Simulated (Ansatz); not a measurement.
Cost and result for the atomization energy of CH5NOSSi (`OC(=S)N[SiH3]`) (10 atoms, 9 bonds).

```xyz
10

O     1.2332    1.3567   -1.4321
C     0.2118    0.7929   -0.7836
S    -1.3671    1.2125   -1.0196
N     0.5988   -0.1517    0.0825
Si   -0.5844   -1.0289    1.0491
H     0.8529    2.0173   -2.0258
H     1.5927   -0.3235    0.1427
H     0.2765   -1.9482    1.8407
H    -1.5002   -1.8099    0.1911
H    -1.3144   -0.1171    1.9549
```

Charge 0, multiplicity 1. The structure was optimised at the PBE0-D4/def2-TZVP level. It is one conformer, not always the lowest. Program: Ansatz. All runs use 4 threads of an Arm Neoverse V1 on a shared host. Times are those of one run each, without the atoms' runs, and a repeat can differ threefold. Electronic energies, without spin–orbit coupling; frozen cores. CCSD(T)/CBS adds CCSD(T) − MP2 in def2-TZVPP to the MP2 limit, and its time is that of the two runs behind it. T1 = 0.015. B3LYP takes the VWN-RPA correlation (the form of Gaussian; ORCA's B3LYP/G).

CCSD(T)/CBS is a level of theory with its own doubt, some kJ/mol a heavy atom from the limit and from the frozen cores, so smaller differences don't rank the functionals.

```json
{"level": "PBE-D4/def2-TZVPP (with forces)", "functions": "247", "wall time": "2.4 s"}
{"level": "PBE0-D4/def2-TZVPP", "functions": "247", "wall time": "2.9 s"}
{"level": "B3LYP-D4/def2-TZVPP (with forces)", "functions": "247", "wall time": "4.4 s"}
{"level": "r2SCAN-D4/def2-TZVPP (with forces)", "functions": "247", "wall time": "4.8 s"}
{"level": "B2PLYP/def2-TZVPP", "functions": "247", "wall time": "5.5 s"}
{"level": "ωB97X-V/def2-TZVPP", "functions": "247", "wall time": "7.5 s"}
{"level": "ωB97M-V/def2-TZVPP (with forces)", "functions": "247", "wall time": "11 s"}
{"level": "MP2/def2-QZVPP", "functions": "461", "wall time": "20 s"}
{"level": "CCSD(T)/def2-TZVPP", "functions": "247", "wall time": "2.2 min"}
{"level": "CCSD(T)/CBS(def2)", "functions": "–", "wall time": "2.6 min"}
```

Task: What atomization energy does each give, and how far from CCSD(T)/CBS? (Best estimate.)

Result: The calculation gave: 
```tsv
level	atomization (kcal/mol)	difference from CCSD(T)/CBS	per bond
PBE-D4/def2-TZVPP (with forces)	879.2	24.2	2.7
PBE0-D4/def2-TZVPP	856.1	1.1	0.1
B3LYP-D4/def2-TZVPP (with forces)	856.3	1.3	0.1
r2SCAN-D4/def2-TZVPP (with forces)	858.5	3.5	0.4
B2PLYP/def2-TZVPP	844.8	-10.2	-1.1
ωB97X-V/def2-TZVPP	861.5	6.5	0.7
ωB97M-V/def2-TZVPP (with forces)	861.3	6.3	0.7
MP2/def2-QZVPP	861.7	6.7	0.7
CCSD(T)/def2-TZVPP	826.3	-28.7	-3.2
CCSD(T)/CBS(def2)	855.0	0.0	0.0
```

From PBE to PBE0 (25 % exact exchange), in def2-TZVPP and without D4, the atomization energy moves by −22.1 kcal/mol: exact exchange takes away binding that semilocal exchange gives to molecules. In def2-TZVPP, CCSD(T) changes the Hartree–Fock value by +246.4 kcal/mol (the triples alone add +17.4 kcal/mol) and MP2 by +264.8 kcal/mol; breaking electron pairs costs correlation energy, which Hartree–Fock lacks. The D4 term adds +9.5 kcal/mol with B3LYP and +4.9 kcal/mol with PBE0; it sums over pairs of atoms, weighted by their polarisabilities, and B3LYP, whose exchange is more repulsive, gets the larger term.
